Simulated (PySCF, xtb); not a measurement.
AlI3, SMILES [I][Al]([I])[I].

Harmonic wavenumbers (cm⁻¹) from GFN2-xTB in xtb at its own minimum, in rising order: 58, 58, 152, 186, 512, 512.

Q: What does PySCF with PBE-D3(BJ)/def2-SVP give at its own minimum? (Estimate from the structure and the level; the computed values follow.)

A: 63, 63, 137, 157, 424, 424. Paired by order, the mean absolute difference is 39 cm⁻¹ and the zero-point energies are 2.1 and 1.8 kcal/mol.
